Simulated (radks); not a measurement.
Results of a calculation; reference values are marked as such.
Polarisability of the phosphorus ion P2+, [Ne] 3s2 3p1, at imaginary frequency. Level of theory: scalar-relativistic Kohn-Sham, LB94 model potential, spin-polarised, spherical densities, finite nucleus; open shells are filled with parallel spins first; Fermi nuclear charge, rms radius 3.1889 fm (a radial shooting solver on a logarithmic mesh with Libxc functionals). Response by self-consistent Sternheimer equations with the Hartree and adiabatic LDA kernel, the relativistic mass of each level held fixed and spin-orbit coupling left out.

w (hartree),alpha1(iw) (bohr^3)
0.00266,8.863
0.0143,8.857
0.0360,8.820
0.0697,8.703
0.118,8.417
0.186,7.838
0.280,6.843
0.413,5.425
0.605,3.804
0.892,2.340
1.35,1.278
2.12,0.6326
3.59,0.2885
6.94,0.1149
17.5,0.02809

Static values: alpha1 = 8.864 bohr^3 (1.313 angstrom^3; uncoupled 14.89). C6 = 31.23, triple-dipole C9 = 204.0 atomic units. One-pole (London) frequency 4 C6 / (3 alpha1^2) = 0.530 hartree, against 1.099 for minus the highest occupied eigenvalue.
